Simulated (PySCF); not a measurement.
Isomers of C4H6N2O and their computed core-level spectra.

Theory: delta-SCF UKS SCAN, pcX-2 on the ionised atom, pcseg-1 elsewhere, spin-free X2C in PySCF 2.14.0. Geometries: GFN2-xTB; isolated species, one conformer each.

Line lists (1s up to Mg, 2p3/2 beyond; areas count atoms within a level, one atom standing for each set equivalent by bonding):
1. C 1s: 291.84 (area 1), 292.58 (area 1), 293.30 (area 1), 294.02 (area 1) eV; N 1s: 405.15 (area 1), 405.44 (area 1) eV; O 1s: 539.19 eV
2. C 1s: 290.47 (area 1), 292.01 (area 1), 292.18 (area 1), 292.81 (area 1) eV; N 1s: 404.64 (area 1), 405.92 (area 1) eV; O 1s: 540.16 eV
3. C 1s: 290.79 (area 1), 291.01 (area 1), 292.35 (area 1), 293.84 (area 1) eV; N 1s: 404.61 (area 1), 405.78 (area 1) eV; O 1s: 537.06 eV

Structures:
A. `[H]/N=C(\C=C)C(N)=O`
B. `CNc1cnco1`
C. `C=NCOCC#N`

**Question.** Match each list to its structure.

**Answer.** 
- 1 = C: another candidate has the same counts of sites, so positions decide. C 1s: 291.84 imine carbon, 292.58 nitrile carbon, 293.30 sp3 carbon bound to oxygen, 294.02 sp3 carbon bound to oxygen; N 1s: 405.15 imine nitrogen, 405.44 nitrile nitrogen; O 1s: 539.19 ether oxygen.
- 2 = B: another candidate has the same counts of sites, so positions decide. C 1s: 290.47 aromatic CH next to a ring nitrogen, 292.01 aromatic CH next to a ring nitrogen, 292.18 N-methyl carbon, 292.81 aromatic carbon bearing nitrogen; N 1s: 404.64 pyridine-type nitrogen, 405.92 aniline-type nitrogen; O 1s: 540.16 furan-type oxygen.
- 3 = A: another candidate has the same counts of sites, so positions decide. C 1s: 290.79 terminal =CH2 carbon, 291.01 alkene CH carbon, 292.35 imine carbon, 293.84 amide carbonyl carbon; N 1s: 404.61 imine nitrogen, 405.78 amide nitrogen; O 1s: 537.06 amide oxygen.

1 of these hole states is spin-contaminated (⟨S²⟩ 0.96, against 0.75; counted from 0.85) and less certain.
